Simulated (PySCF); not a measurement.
Electronic structure of Ni (nickel, neutral) at the UHF level

Configuration: [Ar] 3d9 4s1, high-spin 3D determinant (an excited configuration). All numbers are calculated (PySCF 2.14, the spin-free X2C one-electron Hamiltonian (Gaussian nucleus), in aug-cc-pVDZ-DK).

- Total energy: -1519.034199 hartree
- One-electron energy: -2114.6782 hartree
- Hartree (Coulomb) energy: 658.2259 hartree
- Exchange energy: -62.5819 hartree
- ⟨S²⟩: 2.0008
- ⟨L²⟩: 6.023
- Sum of ⟨r⟩: 20.93 bohr
- Sum of ⟨r²⟩: 32.85 bohr²
- Traceless quadrupole moment −½Σ⟨3z² − r²⟩ along its main axis: -0.374 e·bohr²
- Langevin diamagnetic susceptibility: -26.0 ×10⁻⁶ cm³/mol

```tsv
shell	electrons	mean orbital energy (eV)	spread (eV)	rms radius, mean of both spins (bohr)
1s α	1	-8396.5	0	0.0624
1s β	1	-8396.4	0	0.0624
2s α	1	-1045.0	0	0.265
2s β	1	-1044.0	0	0.265
2p α	3	-894.36	0.998	0.238
2p β	3	-893.46	0.019	0.238
3s α	1	-131.32	0	0.800
3s β	1	-128.61	0	0.800
3p α	3	-85.677	2.192	0.857
3p β	3	-82.597	1.417	0.857
3d α	5	-12.890	2.638	1.23
3d β	4	-11.389	2.087	1.23
4s α	1	-6.590	0	3.60
```

Densities and radii are taken from the X2C orbitals without a picture-change correction, which distorts them close to the nucleus.

Spin-orbit constants ζ (cm⁻¹) from the X2C one-electron operator on these orbitals: bare nucleus, nucleus screened by l(l+1)(2l+1)/3 electrons, and screened by the Breit-Pauli mean field of the electrons.

```
shell   bare  screened nucleus  mean field
   2p  98640             91590       88420
   3p  11980             11120       10660
   3d   1068             686.5       620.2
```

To first order the Landé constant is A = -310.1 cm⁻¹, so the lowest level has J = 3 and lies 0.0769 eV below the centre of the term. This holds in LS coupling only.
